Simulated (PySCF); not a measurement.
Vertical excitations of a molecule CH₆ClFSi₃ from PySCF 2.14.0 with TDA-PBE/def2-SVPD, as energy in eV (oscillator strength): 4.86 (0.008), 5.64 (0.005), 5.87 (0.051), 6.00 (0.091), 6.06 (0.055), 6.12 (0.119), 6.31 (0.012), 6.36 (0.005), 6.40 (0.016), 6.48 (0.034). Lowest triplet (TDA): 4.34 eV. Geometry: r2SCAN-D4/def2-SVP. One conformer was computed; it need not be the lowest.

**Question.** Pick the molecule that these values belong to.
(A) F[Si]1(Cl)[SiH2]C[SiH2]1
(B) F[Si@H]1C[SiH2][Si@H]1Cl
(C) F[Si@]1(Cl)C[SiH2][SiH2]1
(D) F[C@H]1[SiH2][Si@@H](Cl)[SiH2]1

**Answer.** C, F[Si@]1(Cl)C[SiH2][SiH2]1
